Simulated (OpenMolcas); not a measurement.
Tc4+ (d3) in a complex was computed by CASSCF with the d shell active (OpenMolcas, ANO-RCC-VTZP on the metal). Its lowest spin-free states, and all those of the highest spin:

```json
{"2S+1": "4", "Degeneracy": "3", "E (cm-1)": "0.0"}
{"2S+1": "2", "Degeneracy": "2", "E (cm-1)": "2258"}
{"2S+1": "2", "Degeneracy": "3", "E (cm-1)": "10380"}
{"2S+1": "4", "Degeneracy": "3", "E (cm-1)": "10702"}
{"2S+1": "2", "Degeneracy": "3", "E (cm-1)": "11936"}
{"2S+1": "2", "Degeneracy": "3", "E (cm-1)": "14518"}
{"2S+1": "4", "Degeneracy": "3", "E (cm-1)": "18220"}
{"2S+1": "2", "Degeneracy": "1", "E (cm-1)": "18610"}
{"2S+1": "2", "Degeneracy": "3", "E (cm-1)": "20383"}
{"2S+1": "2", "Degeneracy": "2", "E (cm-1)": "21889"}
{"2S+1": "2", "Degeneracy": "3", "E (cm-1)": "22538"}
{"2S+1": "4", "Degeneracy": "1", "E (cm-1)": "22550"}
```

Question: Is the site octahedral, tetrahedral or cube-like, axial, or of lower symmetry?

Answer: The states with 2S+1 = 4 have orbital degeneracies 3, 3, 3, 1. Threefold states need a cubic site. For d3 at this spin an octahedron puts the single A2 below the threefold T2 and a tetrahedron or cube puts the threefold T1 below the threefold T2, so the site is a tetrahedron or a cube, which this pattern cannot tell apart. The run had Tc4+ with 4 ligands (chloride) in tetrahedral coordination (Td) at 2.27 Å. Ligand basis ANO-RCC-VDZP.

An orbital triplet at a regular site is open to Jahn-Teller coupling, which can distort the site and quench the lowest spin-orbit gaps and is left out. Without dynamic correlation the repulsion within the d shell is too large (B by tens of per cent), so at a given field states of lower spin stand too high. This shell can be high or low spin here, a state of another spin lies low, and with metal d orbitals alone active their balance is uncertain, so the ground spin may be wrong. The least metal-like active orbital is 69 % on the metal (Löwdin) and no ligand orbital is active, so the numbers are rough, and ground spin, moment and any spin crossover can be artefacts of this space; highly charged d ions in such sites are as a rule low spin. With metal d orbitals alone the field can be off either way by tens of per cent. Ligand-to-metal charge-transfer states are missing. With no ligand orbital active B as a rule stays too high, so bands that hang on it stand too high and its fall with covalency is understated. No measured value stands beside these numbers; the geometry was imposed, not optimised, and the real ion may take another.
